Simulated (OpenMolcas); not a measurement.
## 2s2 2p along the 5-electron sequence

* Program: OpenMolcas
* Method: XMS-CASPT2, IPEA 0.25 Eh, imaginary shift 0.1 Eh
* Basis: ANO-RCC-VTZP
* Scalar Hamiltonian: DKH2, point nucleus
* Spin-orbit coupling: state interaction with AMFI integrals over the reference wave functions, term energies averaged over their components

Active space for each ion: 3 electrons in 8 orbitals (2s 2p 3s 3p); closed shells correlated by CASPT2: 1s.

Computed levels in cm-1 above 2P* 1/2:

```tsv
Level	B	C+	N2+	O3+	F4+	Ne5+
2P* 3/2	13.1	59.2	168	377	730	1292
weight of 2P* in the lowest level (%)	100	100	100	100	100	100
```

Measured, with the error of the calculation in %. Measured levels: B, C+ from NIST Handbook of Basic Atomic Spectroscopic Data; N2+ from Moore, Selected Tables of Atomic Spectra, NSRDS-NBS 3, section 5; O3+ from Moore, Selected Tables of Atomic Spectra, NSRDS-NBS 3, section 10; F4+ from Moore, Atomic Energy Levels, vol. I, NSRDS-NBS 35 (1971 reprint of NBS Circular 467, 1949); Ne5+ from NIST levels in Podobedova, Fuhr, Reader and Wiese, J. Phys. Chem. Ref. Data 33, 525 (2004).

| Level | B | C+ | N2+ | O3+ | F4+ | Ne5+ |
| --- | --- | --- | --- | --- | --- | --- |
| 2P* 3/2 | 15.3 (-14.0) | 63.4 (-6.6) | 174 (-3.6) | 386 (-2.3) | 746 (-2.2) | 1310 (-1.4) |

The fine-structure level 2P* 3/2 changes by a factor of 98.6 from B to Ne5+. Its fourth root runs 1.90, 2.77, 3.60, 4.41, 5.20, 6.00, with steps per unit of Z of 0.87, 0.83, 0.81, 0.79, 0.80; equal steps would mean a (Z - σ)^4 law with constant σ.

Over all roots computed the reference weight is 0.93 to 0.99 in B, 0.89 to 0.99 in C+; the roots of lowest weight are the least certain, and an intruder state may touch them. Active for correlation alone: 3p 3s; no level in the range computed is led by a configuration that fills them, so any true level of that kind is missing (holds for B; N2+; O3+; F4+; Ne5+). The run also gave levels led by 2s2 3p, which use shells meant for correlation; these and all levels above them are left out (holds for C+). Computed and measured levels are paired by configuration, term and J; levels that our copy of the source lacks, or whose pairing is in doubt (as where it misses far off the trend of its configuration), stay unpaired and out of the deviations. Only configurations of the active space appear.

* marks odd parity.
